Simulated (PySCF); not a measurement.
# Core-level binding energies of `B[PH2+][SiH2]N(C)C`

C₂H₁₂BNPSi (charge +1).
Z-matrix (Å and degrees, PBE0-D3(BJ)/def2-SVP geometry), rows numbered from 1:
```
B 
P   1  1.9150
Si  2  2.4251  1  112.28
N   3  1.6875  2  109.56  1    48.19
C   4  1.4512  3  121.02  2   -79.76
C   4  1.4536  3  122.86  2    88.41
H   1  1.1987  2  117.76  3    90.12
H   1  1.1993  2  116.85  3   -84.95
H   2  1.4148  1  111.50  3  -123.72
H   2  1.4136  1  110.62  3   120.41
H   3  1.4809  2   98.65  1   -71.60
H   3  1.4809  2   98.93  1   167.89
H   5  1.1004  4  111.05  3   -17.83
H   5  1.1065  4  111.73  3   103.56
H   5  1.1021  4  110.31  3  -136.79
H   6  1.1042  4  111.60  3  -108.01
H   6  1.0993  4  110.92  3    12.99
H   6  1.1020  4  110.05  3   132.14
```

Theory: delta-SCF UKS SCAN, pcX-2 on the ionised atom, pcseg-1 elsewhere, spin-free X2C in PySCF 2.14.0. These are vertical core ionisation energies against the vacuum level, from separate self-consistent calculations with and without the core hole.

Problem. What binding energy does each computed site have?

Solution. 
| atom(s) | bonded to | level | binding energy (eV) | 2p1/2 (eV) | count |
| --- | --- | --- | --- | --- | --- |
| Si3 | N, 2 H and P | Si 2p3/2 | 111.89 | 112.52 | 1 |
| P2 | 2 H, B and Si | P 2p3/2 | 142.11 | 142.99 | 1 |
| C5/C6 | N and 3 H | C 1s | 295.56 | – | 2 |
| N4 | 2 C and Si | N 1s | 408.92 | – | 1 |
| Si3 | N, 2 H and P | Si 1s | 1851.75 | – | 1 |
| P2 | 2 H, B and Si | P 1s | 2155.59 | – | 1 |

Problem. Which photon wavelength matches the Si 2p3/2 of Si3 threshold?

Solution. λ = hc/E = 12398.42 eV Å / 111.89 eV = 110.809 Å.

Problem. Give the binding energy of Si 2p3/2 of Si3 in hartree and in kJ/mol.

Solution. 111.89 eV = 4.1119 Eh = 10796 kJ/mol.

Topologically equivalent atoms share the value of their first member; where this conformer doesn't relate them by symmetry, their own values could differ. Not every level is listed. The 2p values add to the ΔSCF energy of one spin-free hole a correction within the shell (spin–orbit coupling, ligand field). 2p1/2 minus 2p3/2 (ligand field included): P 0.89 eV, Si 0.63 eV. No level of boron is listed. The species carries charge +1, so core ionisation leaves charge +2. Isolated species at its PBE0-D3(BJ)/def2-SVP geometry (one conformer only).

Hardware: one thread of an Arm Neoverse V1, no GPU, on a shared host. Cost: 98 s.
